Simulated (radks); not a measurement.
Spherical quantum dot in the effective-mass picture: electrons in a well V = -V0 / (1 + exp((r - R)/a)) with V0 = 18.9, R = 3.45, a = 0.34, with a point charge +1 (a donor) at the centre, all in effective atomic units (hartree* = m*/eps^2 hartree, bohr* = eps/m* bohr), one dielectric constant everywhere. Calculated with a radial shooting solver with Libxc functionals: non-relativistic Kohn-Sham, PBEsol, spin-polarised, spherical densities. Levels are named by radial order and angular momentum (1s, 1p, 1d, 2s, ...), and open shells are averaged over m. Results are scaled to m* = 0.029 and eps = 17.6, for which hartree* = 2.548 meV and bohr* = 32.12 nm. Each electron was tried in the lowest free levels, single moves between levels near the top were tried too, and the lowest total energy was kept; such a search can miss a lower state. At N = 1 the Hartree and exchange-correlation terms need not cancel, so that row can carry a self-interaction error.

\begin{tabular}{lrrrrrrr}
N & open shells & 2S & E (meV) & mu = E(N) - E(N-1) (meV) & addition energy mu(N+1) - mu(N) (meV) & e(HOMO) (meV) & rms radius (nm) \\ \hline
1 & 1s(up 1, down 0) & 1 & -49.0144 & -49.014 & 1.889 & -48.262 & 39.15 \\
2 & none & 0 & -96.1394 & -47.125 & 3.296 & -46.462 & 42.88 \\
3 & 1p(up 1, down 0) & 1 & -139.969 & -43.829 & 1.094 & -43.294 & 49.42 \\
4 & 1p(up 2, down 0) & 2 & -182.704 & -42.735 & 1.128 & -42.173 & 52.83 \\
5 & 1p(up 3, down 0) & 3 & -224.311 & -41.607 & 1.458 & -41.042 & 55.13 \\
6 & 1p(up 3, down 1) & 2 & -264.460 & -40.149 & 1.039 & -39.638 & 56.97 \\
7 & 1p(up 3, down 2) & 1 & -303.570 & -39.110 & 1.068 & -38.577 & 58.43 \\
8 & none & 0 & -341.611 & -38.041 & 2.696 & -37.504 & 59.66 \\
9 & 1d(up 1, down 0) & 1 & -376.956 & -35.345 & 1.001 & -34.846 & 61.20 \\
10 & 1d(up 2, down 0) & 2 & -411.301 & -34.344 & 1.005 & -33.842 & 62.48 \\
11 & 1d(up 3, down 0) & 3 & -444.640 & -33.339 & 1.005 & -32.837 & 63.58 \\
12 & 1d(up 4, down 0) & 4 & -476.974 & -32.334 & 1.004 & -31.832 & 64.54 \\
13 & 1d(up 5, down 0) & 5 & -508.304 & -31.330 & 1.282 & -30.829 & 65.40 \\
14 & 1d(up 5, down 1) & 4 & -538.352 & -30.048 & 0.9655 & -29.567 & 66.20 \\
15 & 1d(up 5, down 2) & 3 & -567.435 & -29.083 & 0.9701 & -28.598 & 66.93 \\
16 & 1d(up 5, down 3) & 2 & -595.548 & -28.113 & 0.9716 & -27.627 & 67.59 \\
17 & 1d(up 5, down 4) & 1 & -622.689 & -27.141 & 0.9713 & -26.655 & 68.21 \\
18 & none & 0 & -648.858 & -26.170 & 1.529 & -25.684 & 68.78 \\
19 & 2s(up 1, down 0) & 1 & -673.499 & -24.641 & 1.474 & -24.043 & 68.96 \\
20 & none & 0 & -696.666 & -23.167 & 1.666 & -22.575 & 69.07 \\
21 & 1f(up 1, down 0) & 1 & -718.167 & -21.501 & 0.9289 & -21.037 & 69.69 \\
22 & 1f(up 2, down 0) & 2 & -738.740 & -20.572 & 0.9283 & -20.108 & 70.27 \\
23 & 1f(up 3, down 0) & 3 & -758.384 & -19.644 & 0.9272 & -19.180 & 70.82 \\
24 & 1f(up 4, down 0) & 4 & -777.100 & -18.717 & 0.9258 & -18.254 & 71.34 \\
25 & 1f(up 5, down 0) & 5 & -794.891 & -17.791 & 0.9242 & -17.329 & 71.83 \\
26 & 1f(up 6, down 0) & 6 & -811.758 & -16.867 & 0.9224 & -16.405 & 72.29 \\
27 & 1f(up 7, down 0) & 7 & -827.702 & -15.944 & 1.158 & -15.484 & 72.73 \\
28 & 1f(up 7, down 1) & 6 & -842.489 & -14.787 & 0.9047 & -14.334 & 73.16 \\
29 & 1f(up 7, down 2) & 5 & -856.370 & -13.882 & 0.9046 & -13.429 & 73.57 \\
30 & 1f(up 7, down 3) & 4 & -869.348 & -12.977 & 0.9039 & -12.525 & 73.96 \\
31 & 1f(up 7, down 4) & 3 & -881.421 & -12.073 & 0.9030 & -11.622 & 74.33 \\
32 & 1f(up 7, down 5) & 2 & -892.591 & -11.170 & 0.9019 & -10.719 & 74.69 \\
33 & 1f(up 7, down 6) & 1 & -902.860 & -10.268 & - & -9.8179 & 75.04 \\
\end{tabular}

All shells are closed at N = 2, 8, 18, 20 (there: 1s2 1p6 1d10 2s2); the second difference of the energy has clear peaks (12 % above both neighbours; the first and last values, which can be the largest, are not judged, and half-filled shells can peak too) at N = 2, 5, 8, 13, 20, 27.
